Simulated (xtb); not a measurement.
Job for xtb: GFN2-xTB on H2SSi (SMILES [SiH]S), a point of a torsion scan.

```
$ xtb mol.xyz --gfn 2 --opt vtight --chrg 0 --uhf 0 --input xcontrol
4

Si     0.98742340     0.58179259    -0.35852287
S     -1.01826261     0.53348927     0.37610157
H      1.72238699    -0.56174803     0.20716531
H     -1.01375236    -0.05982867     1.65824859
$constrain
  force constant=1.0
  dihedral: 3,1,2,4,30.0
$end
```

The log:

```
[...]
           -------------------------------------------------
          |                Calculation Setup                |
           -------------------------------------------------



           -------------------------------------------------
          |                 G F N 2 - x T B                 |
           -------------------------------------------------

        Reference                      10.1021/acs.jctc.8b01176
      * Hamiltonian:
        H0-scaling (s, p, d)           1.850000    2.230000    2.230000
        zeta-weighting                 0.500000
      * Dispersion:
        s8                             2.700000
        a1                             0.520000
        a2                             5.000000
        s9                             5.000000
      * Repulsion:
        kExp                           1.500000    1.000000
        rExp                           1.000000
      * Coulomb:
        alpha                          2.000000
        third order                    shell-resolved
        anisotropic                    true
        a3                             3.000000
        a5                             4.000000
        cn-shift                       1.200000
        cn-exp                         4.000000
        max-rad                        5.000000


          ...................................................
          :                      SETUP                      :
          :.................................................:
          :  # basis functions                  22          :
          :  # atomic orbitals                  20          :
          :  # shells                            8          :
          :  # electrons                        12          :
          :  max. iterations                   250          :
          :  Hamiltonian                  GFN2-xTB          :
          :  restarted?                      false          :
          :  GBSA solvation                  false          :
          :  PC potential                    false          :
          :  electronic temp.          300.0000000     K    :
          :  accuracy                    1.0000000          :
          :  -> integral cutoff          0.2500000E+02      :
          :  -> integral neglect         0.1000000E-07      :
          :  -> SCF convergence          0.1000000E-05 Eh   :
          :  -> wf. convergence          0.1000000E-03 e    :
          :  Broyden damping             0.4000000          :
          :  net charge                          0          :
          :  unpaired electrons                  0          :
          ...................................................

 iter      E             dE          RMSdq      gap      omega  full diag
   1     -5.9621180 -0.596212E+01  0.113E+01    1.91       0.0  T
   2     -5.9717749 -0.965689E-02  0.698E+00    1.94       1.0  T
   3     -5.9732629 -0.148796E-02  0.258E+00    2.04       1.0  T
   4     -5.9734266 -0.163663E-03  0.965E-01    2.15       1.0  T
   5     -5.9734424 -0.158702E-04  0.271E-01    2.16       1.0  T
   6     -5.9734697 -0.272388E-04  0.215E-01    2.19       1.0  T
   7     -5.9735041 -0.343951E-04  0.678E-02    2.17       1.0  T
   8     -5.9735098 -0.578576E-05  0.293E-02    2.18       1.7  T
   9     -5.9735101 -0.261896E-06  0.651E-03    2.18       7.7  T
  10     -5.9735102 -0.543611E-07  0.231E-03    2.18      21.6  T
  11     -5.9735102 -0.141034E-08  0.114E-03    2.18      43.7  T
  12     -5.9735102 -0.576669E-09  0.218E-04    2.18     229.0  T
  13     -5.9735102 -0.289377E-10  0.276E-05    2.18    1809.0  T

   *** convergence criteria satisfied after 13 iterations ***

         #    Occupation            Energy/Eh            Energy/eV
      -------------------------------------------------------------
         1        2.0000           -0.7160247             -19.4840
         2        2.0000           -0.6234948             -16.9662
         3        2.0000           -0.4795947             -13.0504
         4        2.0000           -0.4110737             -11.1859
         5        2.0000           -0.3802338             -10.3467
         6        2.0000           -0.3428413              -9.3292 (HOMO)
         7                         -0.2628475              -7.1524 (LUMO)
         8                         -0.1970030              -5.3607
         9                         -0.1751041              -4.7648
        10                         -0.1359891              -3.7005
        11                         -0.0893705              -2.4319
       ...                                ...                  ...
        20                          0.6722338              18.2924
      -------------------------------------------------------------
                  HL-Gap            0.0799938 Eh            2.1767 eV
             Fermi-level           -0.3028444 Eh           -8.2408 eV

 SCC (total)                   0 d,  0 h,  0 min,  0.005 sec
 SCC setup            
[...]
9E-14  0.152E-05    2.30    3280.4  T

   *** convergence criteria satisfied after 3 iterations ***

         #    Occupation            Energy/Eh            Energy/eV
      -------------------------------------------------------------
         1        2.0000           -0.7129448             -19.4002
         2        2.0000           -0.6255545             -17.0222
         3        2.0000           -0.4816118             -13.1053
         4        2.0000           -0.4053464             -11.0300
         5        2.0000           -0.3763358             -10.2406
         6        2.0000           -0.3504305              -9.5357 (HOMO)
         7                         -0.2658796              -7.2350 (LUMO)
         8                         -0.2033598              -5.5337
         9                         -0.1662378              -4.5236
        10                         -0.1273510              -3.4654
        11                         -0.0889426              -2.4203
       ...                                ...                  ...
        20                          0.6361333              17.3101
      -------------------------------------------------------------
                  HL-Gap            0.0845509 Eh            2.3007 eV
             Fermi-level           -0.3081551 Eh           -8.3853 eV

 SCC (total)                   0 d,  0 h,  0 min,  0.004 sec
 SCC setup                      ...        0 min,  0.000 sec (  3.648%)
 Dispersion                     ...        0 min,  0.000 sec (  0.705%)
 classical contributions        ...        0 min,  0.000 sec (  0.300%)
 integral evaluation            ...        0 min,  0.001 sec ( 33.232%)
 iterations                     ...        0 min,  0.001 sec ( 29.842%)
 molecular gradient             ...        0 min,  0.001 sec ( 26.700%)
 printout                       ...        0 min,  0.000 sec (  4.996%)

         :::::::::::::::::::::::::::::::::::::::::::::::::::::
         ::                     SUMMARY                     ::
         :::::::::::::::::::::::::::::::::::::::::::::::::::::
         :: total energy              -5.957231027907 Eh    ::
         :: gradient norm              0.000024445822 Eh/a0 ::
         :: HOMO-LUMO gap              2.300747976393 eV    ::
         ::.................................................::
         :: SCC energy                -5.981244291972 Eh    ::
         :: -> isotropic ES            0.011047628765 Eh    ::
         :: -> anisotropic ES         -0.001349390917 Eh    ::
         :: -> anisotropic XC         -0.006233240300 Eh    ::
         :: -> dispersion             -0.001890179705 Eh    ::
         :: repulsion energy           0.024004289098 Eh    ::
         :: add. restraining           0.000008974967 Eh    ::
         :: total charge              -0.000000000000 e     ::
         :::::::::::::::::::::::::::::::::::::::::::::::::::::

           -------------------------------------------------
          |                Property Printout                |
           -------------------------------------------------

    * Orbital Energies and Occupations

         #    Occupation            Energy/Eh            Energy/eV
      -------------------------------------------------------------
         1        2.0000           -0.7129448             -19.4002
         2        2.0000           -0.6255545             -17.0222
         3        2.0000           -0.4816118             -13.1053
         4        2.0000           -0.4053464             -11.0300
         5        2.0000           -0.3763358             -10.2406
         6        2.0000           -0.3504305              -9.5357 (HOMO)
         7                         -0.2658796              -7.2350 (LUMO)
         8                         -0.2033598              -5.5337
         9                         -0.1662378              -4.5236
        10                         -0.1273510              -3.4654
        11                         -0.0889426              -2.4203
        12                         -0.0631590              -1.7186
        13                         -0.0442440              -1.2039
        14                         -0.0012579              -0.0342
        15                          0.0077936               0.2121
        16                          0.0455075               1.2383
        17                          0.0602745               1.6402
       ...                                ...                  ...
        20                          0.6361333              17.3101
      -------------------------------------------------------------
                  HL-Gap            0.0845509 Eh            2.3007 eV
             Fermi-level           -0.3081551 Eh           -8.3853 eV

     #   Z          covCN         q      C6AA      α(0)
     1  14 Si       1.784     0.387   184.889    28.897
     2  16 S        1.794    -0.458   161.498    21.390
     3   1 H        0.912    -0.086     5.099     3.532
     4   1 H        0.923     0.157     1.347     1.815

 Mol. C6AA /au·bohr⁶  :        870.683459
 Mol. C8AA /au·bohr⁸  :      45939.751574
 Mol. α(0) /au        :         55.634478


Wiberg/Mayer (AO) data.
largest (>0.10) Wiberg bond orders for each atom

 ---------------------------------------------------------------------------
     #   Z sym  total        # sym  WBO       # sym  WBO       # sym  WBO
 ---------------------------------------------------------------------------
     1  14 Si   2.097 --     2 S    1.116     3 H    0.959
     2  16 S    2.103 --     1 Si   1.116     4 H    0.954
     3   1 H    0.993 --     1 Si   0.959
     4   1 H    0.975 --     2 S    0.954
 ---------------------------------------------------------------------------

Topologies differ in total number of bonds
Writing topology from bond orders to xtbtopo.mol
Note: The following floating-point exceptions are signalling: IEEE_DENORMAL
normal termination of xtb

molecular dipole:
                 x           y           z       tot (Debye)
 q only:        1.149       0.103      -0.200
   full:        1.019      -0.370       0.274       2.841
molecular quadrupole (traceless):
                xx          xy          yy          xz          yz          zz
 q only:       -1.352       3.049      -0.233      -1.096      -0.987       1.586
  q+dip:       -2.954       1.637       0.232       0.485      -0.670       2.722
   full:       -2.332       1.507      -1.008       1.066       1.124       3.340

           -------------------------------------------------
          |                Geometry Summary                 |
           -------------------------------------------------

      molecular mass/u    :       62.1661676
   center of mass at/Å    :       -0.0672028       0.5359848       0.0564260
  moments of inertia/u·Å² :        0.3784527E+01   0.7482989E+02   0.7812871E+02
rotational constants/cm⁻¹ :        0.4454357E+01   0.2252794E+00   0.2157674E+00

 * 2 selected distances

     #   Z          #   Z                                           value/Å
     1  14 Si       3   1 H                                       1.4831563 (max)
     2  16 S        4   1 H                                       1.3259760 (min)

 * 2 distinct bonds (by element types)

   Z      Z             #   av. dist./Å        max./Å        min./Å
   1 H   14 Si          1     1.4831563     1.4831563     1.4831563
   1 H   16 S           1     1.3259760     1.3259760     1.3259760


optimized geometry written to: xtbopt.xyz


           -------------------------------------------------
          | TOTAL ENERGY               -5.957231027907 Eh   |
          | GRADIENT NORM               0.000024445822 Eh/α |
          | HOMO-LUMO GAP               2.300747976393 eV   |
           -------------------------------------------------

------------------------------------------------------------------------
------------------------------------------------------------------------
 total:
 SCF:
 ANC optimizer:
```

The run finished.

Warnings raised: the energy holds the restraint's term.

Cost: very roughly 0.08 core-seconds.
